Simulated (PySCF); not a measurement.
## Electron correlation in Sb (antimony, neutral)

[Kr] 4d10 5s1 5p3 6s1, high-spin 6S determinant (an excited configuration). Calculation: PySCF 2.14, in aug-cc-pwCVDZ-PP with ECP28MDF (6s5p4d1f, 48 functions); scalar relativity through the core potential. Frozen: 4s2 4p6 4d10; 5 electrons correlated.

```json
{"level": "CCSD", "correlation energy (mhartree)": "-27.73"}
{"level": "(T)", "correlation energy (mhartree)": "-0.29"}
{"level": "CCSD(T)", "correlation energy (mhartree)": "-28.02"}
```

Diagnostics: T1 = 0.0066, D1 = 0.0188, largest double amplitude 0.035.

The outer electron is Rydberg-like, and this basis confines it to a smaller radius and binds it less than a complete one would.

Cost of the coupled-cluster step: of the order of 0.6 core-seconds, for 5 correlated electrons.
